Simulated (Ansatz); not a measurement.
## Redistribution: C2H2F4 + C2H4ClI → C2H2F3I + C2H4ClF

Gas-phase species: C2H2F4 `FCC(F)(F)F`, singlet; C2H4ClI `CC(Cl)I`, singlet; C2H2F3I (1,1,1-trifluoro-2-iodoethane) `FC(F)(F)CI`, singlet; C2H4ClF (1-chloro-1-fluoroethane) `CC(F)Cl`, singlet. The partners trade F for I; both sit on C, so the bond types are kept.

Shapes, held fixed at every level: PBE0-D4/def2-TZVP. Programs: Ansatz 0.2.0. The zero-point and thermal change to 298 K, harmonic and unscaled (PBE0-D4/def2-TZVP), is -1.0 kJ/mol.

| level | kind | ΔH(298 K) (kJ/mol) | less CCSD(T)/def2-TZVPP |
| --- | --- | --- | --- |
| HF/def2-SVP | Hartree–Fock | -32.3 | -2.8 |
| PBE0-D4/def2-TZVPP | global hybrid | -30.5 | -1.0 |
| wB97M-V/def2-TZVPP | range-separated hybrid | -33.6 | -4.1 |
| wB97X-V/def2-TZVPP | range-separated hybrid | -33.3 | -3.8 |
| MP2/def2-SVP | perturbation theory | -28.3 | +1.2 |
| CCSD/def2-TZVPP | coupled cluster or CI | -30.1 | -0.6 |
| CCSD(T)/def2-TZVPP | coupled cluster or CI | -29.5 | 0.0 |

The highest level, CCSD(T)/def2-TZVPP, gives ΔH(298 K) = -29.5 kJ/mol; the levels span -33.6 to -28.3. The column of differences is taken from that level and isn't an error. No measured value is set beside it here. For atoms past krypton def2 sets carry core potentials with scalar relativity. Outer-core shells of I are correlated, in sets that cover them unevenly.
